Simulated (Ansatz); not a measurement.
PBE exchange is replaced step by step with exact exchange (0 % is PBE, 25 % PBE0; no dispersion term), basis def2-TZVP, Ansatz. System: the cluster Ti₂N₂. Total charge 0; singlet. Geometry: r2SCAN-D4/def2-SVP.

Geometry of the singlet:

```csv
atom,x (Å),y (Å),z (Å)
Ti1,-0.698,-0.912,-0.504
Ti2,0.697,0.908,0.512
N3,-1.028,0.662,0.224
N4,1.028,-0.658,-0.233
```

At PBE-D4/def2-TZVP, PBE0-D4/def2-TZVP the restricted singlet is unstable: a solution with broken spin symmetry lies lower. The restricted singlet is unstable towards broken spin symmetry at other levels; at PBE with 5 % exact exchange/def2-TZVP, PBE with 10 % exact exchange/def2-TZVP, PBE with 15 % exact exchange/def2-TZVP, PBE with 35 % exact exchange/def2-TZVP and others this wasn't settled. The geometry of the singlet was relaxed on an unsound state (restricted singlet, unstable towards broken spin symmetry at other levels and untested here). The order of the spin states hangs on the level: the triplet lies 0.45 eV below the singlet at PBE0-D4/def2-TZVP, but 0.02 eV above it at PBE-D4/def2-TZVP. The singlet is doubtful at PBE0-D4/def2-TZVP (restricted singlet, unstable towards broken spin symmetry). The singlet is doubtful at PBE-D4/def2-TZVP (restricted singlet, unstable towards broken spin symmetry). The structure comes from a short search, and lower isomers may exist.

```
exact exchange (%)  HOMO (eV)  LUMO (eV)  gap (eV)
                 0      -3.38      -2.71      0.67
                10      -3.61      -2.54      1.08
                15      -3.73      -2.45      1.28
                25      -3.97      -2.28      1.69
                35      -4.21      -2.11      2.10
                50      -4.57      -1.86      2.71
```

Problem. Estimate the row for 5 %.

Solution. 
```
exact exchange (%)  HOMO (eV)  LUMO (eV)  gap (eV)
                 5      -3.50      -2.62      0.88
```
